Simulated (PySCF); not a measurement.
A calculated (MN15, PySCF 2.14, jorge-DZP-DKH, scalar relativity by spin-free X2C-1e) atom or ion has these occupied shells.

```json
{"shell": "1s α", "electrons": "1", "orbital energy (eV)": "-1796.1", "rms radius, mean of both spins (bohr)": "0.130"}
{"shell": "1s β", "electrons": "1", "orbital energy (eV)": "-1796.0", "rms radius, mean of both spins (bohr)": "0.130"}
{"shell": "2s α", "electrons": "1", "orbital energy (eV)": "-151.63", "rms radius, mean of both spins (bohr)": "0.626"}
{"shell": "2s β", "electrons": "1", "orbital energy (eV)": "-151.51", "rms radius, mean of both spins (bohr)": "0.626"}
{"shell": "2p α", "electrons": "3", "orbital energy (eV)": "-110.57", "rms radius, mean of both spins (bohr)": "0.601"}
{"shell": "2p β", "electrons": "3", "orbital energy (eV)": "-110.43", "rms radius, mean of both spins (bohr)": "0.601"}
{"shell": "3s α", "electrons": "1", "orbital energy (eV)": "-20.894", "rms radius, mean of both spins (bohr)": "2.23"}
{"shell": "3s β", "electrons": "1", "orbital energy (eV)": "-19.899", "rms radius, mean of both spins (bohr)": "2.23"}
{"shell": "3p α", "electrons": "1", "orbital energy (eV)": "-13.418", "rms radius, mean of both spins (bohr)": "2.66"}
```

(1) Name the element and its charge.

## Answers

(1) Si⁺ (silicon, charge +1), in [Ne] 3s2 3p1, 2P determinant.
